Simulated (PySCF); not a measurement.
C3H9GeO4, SMILES [O][Ge]([O]C)([O]C)[O]C, doublet (GFN2-xTB optimised geometry):

```
17

C     -1.378    -2.159     1.095
O     -1.713    -0.818     1.245
Ge    -1.396     0.411     0.000
O     -2.084     1.861     0.000
O     -1.737    -0.657    -1.436
C     -1.908    -0.219    -2.744
O      0.441     0.411     0.000
C      1.232     1.531     0.219
H     -2.115    -2.741     1.658
H     -1.426    -2.466     0.044
H     -0.376    -2.357     1.489
H     -2.661     0.575    -2.808
H     -0.971     0.132    -3.185
H     -2.282    -1.079    -3.311
H      2.084     1.473    -0.470
H      1.630     1.514     1.241
H      0.690     2.466     0.055
```

Computed with unrestricted B3LYP/def2-SVP in PySCF.

What are the frontier orbital energies (α orbitals alone; a β orbital can be the lowest empty one) and the dipole moment?

HOMO-2 -8.19 eV, HOMO-1 -7.93 eV, HOMO -7.51 eV, LUMO -0.01 eV, LUMO+1 1.62 eV; dipole moment 2.34 D.

On the same geometry unrestricted PBE/def2-SVP run with PySCF gives HOMO-2 -6.84 eV, HOMO-1 -6.62 eV, HOMO -6.53 eV, LUMO -0.56 eV, LUMO+1 1.12 eV; dipole moment 2.93 D.

Meta-Löwdin charges at B3LYP/def2-SVP: C1 -0.05, O2 -0.57, Ge3 1.40, O4 -0.53, O5 -0.50, C6 -0.06, O7 -0.51, C8 -0.06, H9 0.10, H10 0.09, H11 0.09, H12 0.10, H13 0.09, H14 0.11, H15 0.11, H16 0.10, H17 0.09.
